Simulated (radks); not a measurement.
All-electron atom: Tl3+ in [Xe] 4f14 5d10.

Calculated with a radial shooting solver on a logarithmic mesh with Libxc functionals: scalar-relativistic Kohn-Sham, SCAN, spin-polarised, spherical densities, finite nucleus; meta-GGA in the generalised Kohn-Sham scheme; Fermi nuclear charge, rms radius 5.4759 fm.

Energy parts (eV):
| part | energy |
|---|---|
| total | -550805.22 |
| kinetic | 620037.94 |
| electron-nucleus | -1371062.42 |
| Hartree | 210533.15 |
| exchange-correlation | -10313.90 |

Orbitals (lengths in bohr, moments of r in powers of bohr; r(max) is where P^2 peaks):
orbital  occ.  eigenvalue (eV)      <r^2>   r(max)      <r>
1s          2        -85712.95  0.0003690  0.01003  0.01632
2s          2        -15315.05   0.005601  0.05810  0.06873
2p          6        -13175.59   0.004755  0.04832  0.06234
3s          2        -3691.101    0.03601   0.1637   0.1774
3p          6        -3071.884    0.03725   0.1636   0.1792
3d         10        -2428.180    0.03092   0.1336   0.1625
4s          2        -853.1932     0.1728   0.3690   0.3915
4p          6        -649.3061     0.1977   0.3888   0.4172
4d         10        -409.1666     0.2231   0.3954   0.4397
4f         14        -144.5153     0.2630   0.3585   0.4677
5s          2        -162.8666     0.8683   0.8078   0.8803
5p          6        -107.4254      1.144   0.9067    1.007
5d         10         -44.6623      2.057    1.105    1.334

The highest occupied level is 5d at -44.662 eV. Summed over all electrons, <r^2> = 37.26 bohr^2, which gives a Langevin (diamagnetic) susceptibility term of -29.5 x 10^-6 cm^3/mol.
